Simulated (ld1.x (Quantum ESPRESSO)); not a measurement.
# Ranking TM potentials for rubidium (Rb)

All share these settings but for the change named:

```json
{
  "Element": "Rb (Z = 37)",
  "Generator": "ld1.x (Quantum ESPRESSO) 7.5",
  "Type": "norm-conserving Troullier–Martins (Kleinman–Bylander form)",
  "Functional": "PBEsol",
  "Relativity": "scalar-relativistic",
  "Frozen core": "[Ar] 3d10 4s2",
  "Valence charge": "7",
  "Reference configuration": "4p6 5s1 5p0",
  "Partial waves": "5s (bound): rc 4.10 bohr; 4p (bound): rc 2.60 bohr; 4d channel at 0.05 Ry: rc 3.90 bohr",
  "Local potential": "all-electron potential smoothed inside 2.80 bohr (lloc = -2)",
  "Core correction": "Bessel-smoothed model core, default radius (core density twice the valence density)"
}
```

Test errors are all-electron minus pseudo excitation energies from the reference, over 4p6 5s0 5p0; 4p6 5s0.5 5p0; 4p6 5s0 5p1; 4p5 5s1 5p0. None of these files shows a bound ghost.

The base gives 168.7 meV.

Of 10 variants that were run, those that failed, showed a ghost or another fault, or gave nearly equal values are left out.

A variant can come out equal or close to the base, since the largest error may sit in a test that the change hardly touches while other tests move.

Rank these variants by their largest absolute test error, smallest first.
A. wave 5s (bound): rc 4.10 bohr becomes 5s (bound): rc 2.60 bohr
B. functional PBE
C. core correction Bessel-smoothed model core inside 1.72 bohr
D. local potential all-electron potential smoothed inside 4.54 bohr (lloc = -2)

B (136.5 meV), C (167.8 meV), D (232.9 meV), A (609.0 meV).
